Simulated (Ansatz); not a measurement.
Reaction (substitution at a C–F bond): `FC[TeH]` + `BN` → `BNC[TeH]` + H–F

Computed with Ansatz on PBE0-D4/def2-TZVP structures; ΔE is electronic, products minus reactants. CBS: MP2 limit from def2 TZ/QZ plus the TZ coupled-cluster correction, frozen cores. This one scheme is used for every species. Functionals use def2-TZVPP. B3LYP here is the variant with VWN-RPA as its local correlation; programs differ in this. def2 core potentials past Kr. For Te outer-core shells are correlated without core-valence functions, which leaves a few kJ/mol of doubt a bond. Each species was taken in one conformer, which may not be the lowest.

```tsv
level	ΔE (kcal/mol)
B3LYP	-2.9
CCSD/def2-TZVPP	-7.2
```

**Question.** What does CCSD(T)/CBS give? (Estimate.)

**Answer.** Computed: -8.4 kcal/mol. The listed levels differ from it by 5.5, 1.2 kcal/mol.

Largest T1 diagnostic among the species: 0.012.

The D4 term adds −2.4 kcal/mol with B3LYP and −1.4 kcal/mol with PBE0; it sums over pairs of atoms, weighted by their polarisabilities, and B3LYP, whose exchange is more repulsive, gets the larger term. From PBE to PBE0 (25 % exact exchange), in def2-TZVPP and without D4, ΔE moves by −1.0 kcal/mol. In def2-TZVPP, CCSD(T) changes the Hartree–Fock value by −5.7 kcal/mol (the triples alone add −0.7 kcal/mol) and MP2 by −8.0 kcal/mol.
